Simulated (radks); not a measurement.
Values are calculated unless marked as measured or tabulated.
Q: Radial electron density D(r) = 4 pi r^2 rho(r) of an atom or ion with 6 electrons. Code: a radial shooting solver on a logarithmic mesh with Libxc functionals. Model: Dirac Kohn-Sham, PBE, spin-unpolarised, spherical densities, point nucleus.

```
   r/bohr * D(r) (the largest magnitude, 44.4, reaches the edge; | marks zero)
 0.002911 |   *
  0.00323 |    *
 0.003613 |     *
 0.004009 |       *
 0.004485 |        *
 0.004976 |          *
 0.005566 |            *
 0.006225 |              *
 0.006908 |                 *
 0.007726 |                    *
 0.008573 |                       *
 0.009589 |                          *
  0.01064 |                              *
   0.0119 |                                  *
  0.01321 |                                     *
  0.01477 |                                          *
  0.01639 |                                             *
  0.01833 |                                                *
  0.02034 |                                                   *
  0.02275 |                                                     *
  0.02545 |                                                      *
  0.02824 |                                                      *
  0.03158 |                                                    *
  0.03505 |                                                  *
   0.0392 |                                              *
  0.04349 |                                          *
  0.04865 |                                     *
  0.05398 |                                 *
  0.06038 |                             *
    0.067 |                           *
  0.07494 |                          *
  0.08382 |                          *
    0.093 |                           *
    0.104 |                             *
   0.1154 |                               *
   0.1291 |                               *
   0.1433 |                               *
   0.1602 |                            *
   0.1778 |                        *
   0.1989 |                  *
   0.2207 |             *
   0.2468 |        *
   0.2739 |     *
   0.3063 |  *
   0.3426 |*
   0.3802 |*
   0.4252 *
   0.4718 *
   0.5278 *
   0.5856 *
    0.655 *
```

What is the nuclear charge?

A: Z = 37. The innermost maximum, from 1s, lies near gamma/Z bohr with gamma = sqrt(1 - (Z/c)^2) = 0.963, here 0.026 bohr (found: 0.0263), and its height grows with Z. The density is that of the rubidium ion Rb31+ in [He] 2s2 2p2; the configuration itself is not fixed sharply by these data, and Z only to a few units. D(r) has 2 maxima, at r = 0.0263, 0.128 bohr, and minima at 0.0768 bohr, inside which lie 2.27 electrons.
